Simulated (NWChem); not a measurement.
Species: CHO₂, doublet; SMILES [O]C=O

```xyz
4

O     -1.1431     0.0000    -0.1253
C      0.0057     0.0000     0.2148
O      1.1739     0.0000    -0.2042
H      0.2076     0.0000     1.3716
```
Atoms are numbered in this order, from 1.

Computed with NWChem. Pople sets run with spherical d functions. Spin-unrestricted. Coordinates come from a PBE0/def2-SVP, spin-unrestricted optimisation. No stability test was run on the SCF state. Level: M05-2X/6-31G* with COSMO at NWChem's default radii, gas-phase geometry; rows give the dielectric constant. Reactions with the solvent are ignored.

```
dielectric constant  electrostatic solvation energy (kcal/mol)  dipole in solution (D)
-------------------  -----------------------------------------  ----------------------
1.5                                                       -1.5                    1.93
3.9                                                          ?                       ?
11.7                                                      -4.6                    2.25
25.0                                                      -4.9                    2.28
37.5                                                      -4.9                    2.29
```

Task: Fill in the missing entries.

Result: 
- 3.9, electrostatic solvation energy (kcal/mol): -3.6
- 3.9, dipole in solution (D): 2.15
